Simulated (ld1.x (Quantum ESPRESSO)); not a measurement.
**u(r) = r·R(r): atom against pseudo-atom (arsenic)**

Columns: radius, all-electron u(r) and pseudo u(r) of the 4s shell (level -14.49 eV) of arsenic in the configuration [Ar] 3d10 4s2 4p3; PBE, scalar-relativistic, PAW scheme, ld1.x (Quantum ESPRESSO) 7.5.

```tsv
r (bohr)	all-electron	pseudo
0.115	-0.2148	-0.0900
0.230	-0.0335	-0.1790
0.345	0.2847	-0.2658
0.460	0.3752	-0.3494
0.575	0.2733	-0.4288
0.690	0.0799	-0.5028
0.805	-0.1335	-0.5706
0.920	-0.3289	-0.6312
1.035	-0.4903	-0.6836
1.150	-0.6140	-0.7272
1.265	-0.7017	-0.7612
1.380	-0.7583	-0.7851
1.495	-0.7891	-0.7984
1.610	-0.7990	-0.8009
1.725	-0.7924	-0.7925
1.840	-0.7734	-0.7734
1.955	-0.7451	-0.7451
2.070	-0.7104	-0.7104
2.185	-0.6715	-0.6715
2.300	-0.6301	-0.6301
2.415	-0.5878	-0.5878
2.530	-0.5454	-0.5454
2.645	-0.5039	-0.5039
2.760	-0.4637	-0.4637
2.875	-0.4254	-0.4254
2.990	-0.3891	-0.3891
```

(1) How many radial nodes do the two functions have?

(2) At about which radius was the pseudo-wave matched?

(3) Is the pseudo-wave norm-conserving?

Results:

(1) The all-electron 4s function has n − l − 1 = 3 (the table is too coarse to show those close to the nucleus); the pseudo-wave has 0, since the states of the same l below it are removed with the core.

(2) 1.80 bohr, where the columns begin to agree (steps of 0.12 bohr).

(3) No, it belongs to a PAW set: the norm inside the radius is not constrained, and the difference is carried by the augmentation charge.
